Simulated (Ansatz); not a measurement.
Steps of a relaxation of C₂H₁₀AsBO with RKS PBE0-D4/def2-TZVP.

```sh
$ ansatz run in.yaml --threads 4 --pin off --events-out ev --progress --plain --max-ram 11315MiB
```

```yaml
crystal:
  periodic: [false, false, false]
  atoms:
    - {symbol: C, position_ang: [-1.118148, -0.379527, 1.631918]}
    - {symbol: B, position_ang: [-0.120069, -0.814213, 0.479312]}
    - {symbol: C, position_ang: [1.447029, -0.823463, 0.681582]}
    - {symbol: O, position_ang: [-0.582911, -1.204729, -0.756852]}
    - {symbol: As, position_ang: [-0.045661, 1.920314, -1.701357]}
    - {symbol: H, position_ang: [-1.011422, 0.713812, 1.806242]}
    - {symbol: H, position_ang: [-0.861831, -0.865966, 2.596819]}
    - {symbol: H, position_ang: [-2.190401, -0.577455, 1.420023]}
    - {symbol: H, position_ang: [2.005580, -1.022551, -0.254195]}
    - {symbol: H, position_ang: [1.806326, 0.133725, 1.116617]}
    - {symbol: H, position_ang: [1.723826, -1.609664, 1.419445]}
    - {symbol: H, position_ang: [-1.557390, -1.190279, -0.794419]}
    - {symbol: H, position_ang: [0.246002, 3.166231, -2.565359]}
    - {symbol: H, position_ang: [1.185039, 1.185263, -2.255480]}
    - {symbol: H, position_ang: [-0.947868, 1.317604, -2.794695]}
basis:
  gaussian: {orbitals: def2-TZVP}
hamiltonian: {xc: pbe0, dispersion: d4}
relax: {f_tol: 0.005, max_steps: 150}
```

Positions (Å) and forces (eV/Å) along the path, 9 of 19 steps:

```xyz
15
step=1 energy=-65792.1221 eV
C    -1.118   -0.380    1.632   -0.127    0.097    0.213
B    -0.120   -0.814    0.479    0.011   -0.050   -0.125
C     1.447   -0.823    0.682    0.264   -0.004    0.091
O    -0.583   -1.205   -0.757   -0.613    0.117    0.402
As   -0.046    1.920   -1.701    0.145    0.007   -0.630
H    -1.011    0.714    1.806   -0.056   -0.498   -0.082
H    -0.862   -0.866    2.597   -0.127    0.229   -0.458
H    -2.190   -0.577    1.420    0.513    0.088    0.094
H     2.006   -1.023   -0.254   -0.273    0.098    0.452
H     1.806    0.134    1.117   -0.174   -0.454   -0.213
H     1.724   -1.610    1.419   -0.125    0.368   -0.355
H    -1.557   -1.190   -0.794    0.697   -0.024   -0.008
H     0.246    3.166   -2.565   -0.069   -0.255    0.210
H     1.185    1.185   -2.255   -0.239    0.146    0.144
H    -0.948    1.318   -2.795    0.173    0.135    0.265
15
step=2 energy=-65792.1681 eV
C    -1.114   -0.393    1.644   -0.048    0.058    0.063
B    -0.126   -0.842    0.500    0.011   -0.068   -0.087
C     1.435   -0.838    0.694    0.085    0.012    0.024
O    -0.596   -1.263   -0.717   -0.161    0.105    0.200
As   -0.026    1.980   -1.763    0.007   -0.004   -0.031
H    -1.018    0.693    1.794   -0.014   -0.152   -0.022
H    -0.853   -0.853    2.608   -0.033    0.065   -0.143
H    -2.174   -0.602    1.443    0.148    0.023    0.025
H     1.983   -1.045   -0.233   -0.078    0.027    0.123
H     1.786    0.118    1.106   -0.059   -0.135   -0.059
H     1.720   -1.603    1.433   -0.046    0.108   -0.109
H    -1.560   -1.247   -0.753    0.191   -0.030   -0.028
H     0.259    3.219   -2.607   -0.005   -0.058    0.019
H     1.196    1.245   -2.292   -0.042    0.027   -0.001
H    -0.935    1.380   -2.827    0.044    0.024    0.026
15
step=3 energy=-65792.1721 eV
C    -1.112   -0.385    1.634    0.003   -0.027    0.006
B    -0.128   -0.835    0.491    0.015    0.049   -0.055
C     1.430   -0.823    0.679   -0.008   -0.007    0.000
O    -0.600   -1.244   -0.725    0.004   -0.022    0.076
As   -0.022    1.950   -1.726    0.001    0.004    0.013
H    -1.016    0.696    1.783    0.008    0.016   -0.010
H    -0.851   -0.843    2.591    0.005   -0.008    0.025
H    -2.167   -0.594    1.434   -0.023   -0.007   -0.005
H     1.973   -1.017   -0.247    0.009   -0.006   -0.021
H     1.774    0.128    1.096   -0.001    0.019    0.009
H     1.720   -1.589    1.407    0.006   -0.017    0.013
H    -1.560   -1.248   -0.756   -0.020    0.001   -0.039
H     0.264    3.180   -2.575    0.006    0.039   -0.006
H     1.194    1.220   -2.264    0.024   -0.021    0.003
H    -0.924    1.355   -2.793   -0.027   -0.016   -0.009
15
step=5 energy=-65792.1731 eV
C    -1.113   -0.385    1.634    0.000    0.005    0.004
B    -0.132   -0.838    0.490    0.003   -0.014   -0.010
C     1.426   -0.820    0.672    0.003    0.006   -0.003
O    -0.607   -1.269   -0.717   -0.008    0.016    0.025
As   -0.012    1.957   -1.723    0.001   -0.001    0.002
H    -1.027    0.700    1.767   -0.001    0.001   -0.001
H    -0.840   -0.828    2.596    0.000    0.002   -0.001
H    -2.168   -0.608    1.444    0.001   -0.001    0.000
H     1.967   -1.021   -0.255    0.000    0.000   -0.001
H     1.769    0.135    1.081   -0.001    0.000    0.001
H     1.721   -1.580    1.405    0.001   -0.002    0.001
H    -1.567   -1.268   -0.752    0.000   -0.012   -0.016
H     0.274    3.191   -2.569    0.001   -0.006    0.001
H     1.205    1.222   -2.258   -0.003    0.003   -0.002
H    -0.919    1.360   -2.786    0.003    0.005    0.001
15
step=8 energy=-65792.1734 eV
C    -1.116   -0.382    1.633    0.000   -0.002    0.002
B    -0.140   -0.844    0.487   -0.001    0.002    0.004
C     1.419   -0.810    0.655   -0.002    0.000    0.001
O    -0.621   -1.293   -0.710    0.004   -0.003   -0.009
As    0.007    1.955   -1.705    0.000   -0.003    0.001
H    -1.049    0.707    1.737   -0.001   -0.002   -0.002
H    -0.823   -0.794    2.603   -0.001    0.003   -0.003
H    -2.168   -0.630    1.462    0.002    0.000    0.001
H     1.954   -1.007   -0.276    0.000    0.001    0.000
H     1.757    0.149    1.062    0.000    0.000    0.001
H     1.726   -1.568    1.386    0.000    0.000   -0.001
H    -1.581   -1.309   -0.744    0.001    0.003    0.007
H     0.296    3.190   -2.546    0.001    0.002    0.001
H     1.220    1.218   -2.246    0.000   -0.001   -0.002
H    -0.904    1.366   -2.769   -0.001    0.001   -0.002
15
step=13 energy=-65792.1738 eV
C    -1.118   -0.384    1.635   -0.002   -0.001    0.007
B    -0.141   -0.846    0.490    0.002    0.010   -0.006
C     1.418   -0.807    0.657    0.001   -0.002    0.001
O    -0.622   -1.299   -0.706   -0.001   -0.003    0.003
As    0.014    1.944   -1.708    0.000    0.002   -0.006
H    -1.088    0.711    1.698    0.001   -0.004   -0.003
H    -0.799   -0.750    2.615   -0.002    0.002   -0.003
H    -2.163   -0.672    1.485    0.002    0.000    0.000
H     1.953   -0.981   -0.279    0.000    0.000    0.002
H     1.753    0.142    1.086   -0.001   -0.002    0.000
H     1.729   -1.582    1.369    0.001    0.000    0.000
H    -1.582   -1.319   -0.736    0.001    0.000   -0.001
H     0.325    3.195   -2.520    0.000   -0.001    0.002
H     1.211    1.198   -2.273   -0.002   -0.001    0.000
H    -0.913    1.401   -2.784    0.002    0.000    0.003
15
step=16 energy=-65792.1738 eV
C    -1.118   -0.383    1.633   -0.001    0.001    0.002
B    -0.139   -0.847    0.490    0.002    0.001   -0.001
C     1.420   -0.808    0.660    0.001    0.000    0.001
O    -0.619   -1.301   -0.706   -0.002    0.001    0.004
As    0.017    1.944   -1.707    0.000    0.001   -0.004
H    -1.100    0.712    1.683    0.000   -0.003   -0.001
H    -0.793   -0.735    2.616   -0.001    0.001   -0.002
H    -2.160   -0.685    1.488    0.002    0.001    0.000
H     1.956   -0.976   -0.276    0.000    0.000    0.001
H     1.754    0.138    1.096    0.000   -0.001    0.000
H     1.728   -1.588    1.367    0.000    0.000    0.000
H    -1.579   -1.321   -0.736    0.000   -0.001   -0.003
H     0.334    3.195   -2.515    0.000    0.000    0.002
H     1.201    1.188   -2.284   -0.002    0.000    0.000
H    -0.923    1.416   -2.779    0.001   -0.001    0.003
15
step=17 energy=-65792.1738 eV
C    -1.118   -0.382    1.631    0.001   -0.004   -0.003
B    -0.138   -0.847    0.490    0.001    0.005   -0.001
C     1.421   -0.808    0.661   -0.001   -0.002    0.001
O    -0.616   -1.301   -0.707    0.000   -0.001    0.002
As    0.020    1.945   -1.704    0.002   -0.002    0.001
H    -1.103    0.713    1.676    0.001    0.004    0.000
H    -0.793   -0.729    2.615    0.001   -0.001    0.004
H    -2.159   -0.687    1.487   -0.003   -0.001   -0.001
H     1.958   -0.976   -0.274    0.000    0.000   -0.001
H     1.754    0.137    1.099    0.000    0.001    0.000
H     1.728   -1.589    1.367    0.001   -0.001    0.001
H    -1.576   -1.322   -0.739    0.000    0.000   -0.001
H     0.337    3.193   -2.516    0.000    0.002   -0.001
H     1.196    1.183   -2.288    0.000    0.000    0.000
H    -0.930    1.419   -2.768   -0.002    0.000   -0.001
15
step=19 energy=-65792.1738 eV
C    -1.119   -0.382    1.629    0.000   -0.001   -0.002
B    -0.137   -0.847    0.490   -0.001    0.001    0.000
C     1.422   -0.809    0.663   -0.001   -0.002    0.001
O    -0.613   -1.300   -0.708    0.001   -0.001   -0.002
As    0.025    1.945   -1.702    0.001   -0.002    0.001
H    -1.109    0.714    1.668    0.000    0.001    0.001
H    -0.792   -0.722    2.615    0.000    0.000    0.001
H    -2.158   -0.692    1.486   -0.001    0.000    0.000
H     1.961   -0.974   -0.271    0.000    0.000   -0.001
H     1.755    0.135    1.104    0.000    0.001    0.000
H     1.727   -1.592    1.368    0.000    0.000    0.000
H    -1.573   -1.321   -0.742    0.000    0.000    0.001
H     0.341    3.192   -2.516    0.000    0.001   -0.001
H     1.190    1.175   -2.299   -0.001    0.001   -0.001
H    -0.941    1.426   -2.755    0.001    0.000    0.000
```

It took 110 s on 4 threads of an Arm Neoverse V1 on a shared host, with 0.74 GiB of host memory at the peak.
